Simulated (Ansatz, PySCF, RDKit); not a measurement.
Pair of molecules: CHN (SMILES C#N) (first 3 atoms) with H4OSi (SMILES O[SiH3]); geometry from B3LYP-D3(BJ)/def2-TZVP.
(charge 0, multiplicity 1):
```xyz
9

C     -1.24174     1.04103     0.17973
N     -1.98824     1.38178    -0.62158
H     -0.54110     0.72179     0.93159
O      0.74739     0.10193     2.37386
Si     0.30835    -0.82292     3.68772
H      1.66675     0.36897     2.29094
H      1.05210    -2.10339     3.70246
H     -1.13650    -1.06120     3.51609
H      0.57244    -0.09987     4.95280
```

Interaction energies are E(AB) − E(A) − E(B) at the monomers' geometry in the complex; basis-set methods are counterpoise corrected. Rows marked so take none. RDKit's UFF carries no charges.

Rows in 6-31G* carry no dispersion term and start afresh at each structure (6-31G* with six Cartesian d functions).

The values were computed with Ansatz (a first-principles code); PySCF for 6-31G* rows; RDKit for the force fields. 

Problem. One of these levels gives -3.85 kcal/mol for the interaction energy. Name it.
A) BP86/6-31G* (no counterpoise)
B) B3LYP/def2-TZVPPD
C) UFF

Solution. B, B3LYP/def2-TZVPPD. The others give 9.15 (UFF), -4.99 (BP86/6-31G* (no counterpoise))
